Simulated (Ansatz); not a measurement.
Relaxation of CH3ClOSi (7 atoms, charge 0, multiplicity 1), to a largest force component of 0.015 eV/Å in at most 40 steps.

Computed with RKS B3LYP-D4/cc-pVDZ (Ansatz 0.2.0).

```xyz
7
Properties=species:S:1:pos:R:3
O -0.834 1.556 -0.049
C 0.160 0.722 0.443
Si 0.376 -0.988 0.068
Cl -0.581 -1.855 -1.480
H -1.232 1.160 -0.830
H 0.633 1.185 1.295
H 1.478 -1.780 0.552
```

Question: Where does it end, and by what steps?

Answer: The run converged. After 10 steps the energy has fallen by 0.285 eV; Si3 moved furthest, 0.47 Å.

```tsv
step	energy less start (eV)	largest force component (eV/Å)	accepted
0	0.0000	1.405	yes
1	-0.1099	0.788	yes
2	-0.1516	0.906	yes
3	-0.1916	1.286	yes
4	-0.2354	0.546	yes
5	-0.2644	0.328	yes
6	-0.2771	0.099	yes
7	-0.2830	0.084	yes
8	-0.2836	0.084	yes
9	-0.2842	0.082	yes
10	-0.2845	0.014	yes
```

```xyz
7
Properties=species:S:1:pos:R:3
O -0.706 1.414 -0.183
C 0.136 0.657 0.501
Si 0.162 -1.171 0.450
Cl -0.736 -1.472 -1.497
H -1.053 0.875 -0.929
H 0.581 1.226 1.332
H 1.616 -1.529 0.327
```

The run took 36 s on 1 CPU thread of a shared host.
